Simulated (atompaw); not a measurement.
# Logarithmic derivatives: Mg, PAW (atompaw)

atompaw 4.2.0.5 input, output lines left out:

```
Mg 12
LDA-PW scalarrelativistic loggrid 1500 logderivrange -2 5 176
3 3 0 0 0 0
3 0 1
3 1 1
0 0 0
c
c
v
c
v
2
3.00 2.55 2.15 2.10
y
1.6
n
y
1.75
n
y
-0.1
n
bloechl sinc
3 0 troulliermartins
```

The phase is arctan(r·u′/u) with u = r·R(r), unwrapped; energies in Ry, scanned from -2 to 5 Ry. A pole is an energy at which the radial function vanishes at the test radius. The pseudo phase is shifted by a multiple of π to meet the all-electron one at the reference energy, and phase errors are pseudo minus all-electron; the curves can meet again beyond the range given. Levels narrower than the energy grid can be missing from the lists of poles.

```
channel  radius (bohr)  reference energy (Ry)  poles, all-electron  poles, pseudo  unbroken range about the reference energy with phases within 0.05 rad  phase error 1 Ry above the reference energy (rad)
      s           3.00                  -0.42                 0.57     0.57, 4.40                                                              below 2.6                                             -0.000
      p           3.00                  -0.16                 1.22           1.22                                                              below 3.1                                             -0.000
      d           3.00                  -0.10                 1.86           1.91                                                              below 2.8                                             +0.010
```

Phases in the p channel:

```json
{"E (Ry)": "-2.00", "all-electron": "1.307", "pseudo": "1.307"}
{"E (Ry)": "-1.76", "all-electron": "1.285", "pseudo": "1.285"}
{"E (Ry)": "-1.52", "all-electron": "1.257", "pseudo": "1.256"}
{"E (Ry)": "-1.28", "all-electron": "1.219", "pseudo": "1.218"}
{"E (Ry)": "-1.04", "all-electron": "1.165", "pseudo": "1.165"}
{"E (Ry)": "-0.80", "all-electron": "1.082", "pseudo": "1.082"}
{"E (Ry)": "-0.56", "all-electron": "0.938", "pseudo": "0.937"}
{"E (Ry)": "-0.32", "all-electron": "0.639", "pseudo": "0.639"}
{"E (Ry)": "-0.08", "all-electron": "-0.030", "pseudo": "-0.030"}
{"E (Ry)": "0.16", "all-electron": "-0.813", "pseudo": "-0.813"}
{"E (Ry)": "0.40", "all-electron": "-1.197", "pseudo": "-1.197"}
{"E (Ry)": "0.64", "all-electron": "-1.376", "pseudo": "-1.377"}
{"E (Ry)": "0.88", "all-electron": "-1.479", "pseudo": "-1.479"}
{"E (Ry)": "1.12", "all-electron": "-1.547", "pseudo": "-1.548"}
{"E (Ry)": "1.36", "all-electron": "-1.600", "pseudo": "-1.600"}
{"E (Ry)": "1.60", "all-electron": "-1.646", "pseudo": "-1.646"}
{"E (Ry)": "1.84", "all-electron": "-1.690", "pseudo": "-1.690"}
{"E (Ry)": "2.08", "all-electron": "-1.736", "pseudo": "-1.737"}
{"E (Ry)": "2.32", "all-electron": "-1.792", "pseudo": "-1.793"}
{"E (Ry)": "2.56", "all-electron": "-1.867", "pseudo": "-1.869"}
{"E (Ry)": "2.80", "all-electron": "-1.982", "pseudo": "-1.989"}
{"E (Ry)": "3.04", "all-electron": "-2.190", "pseudo": "-2.216"}
{"E (Ry)": "3.28", "all-electron": "-2.647", "pseudo": "-2.741"}
{"E (Ry)": "3.52", "all-electron": "-3.464", "pseudo": "-3.618"}
{"E (Ry)": "3.76", "all-electron": "-4.040", "pseudo": "-4.136"}
{"E (Ry)": "4.00", "all-electron": "-4.297", "pseudo": "-4.359"}
{"E (Ry)": "4.24", "all-electron": "-4.427", "pseudo": "-4.474"}
{"E (Ry)": "4.48", "all-electron": "-4.505", "pseudo": "-4.546"}
{"E (Ry)": "4.72", "all-electron": "-4.558", "pseudo": "-4.595"}
{"E (Ry)": "4.96", "all-electron": "-4.596", "pseudo": "-4.633"}
```
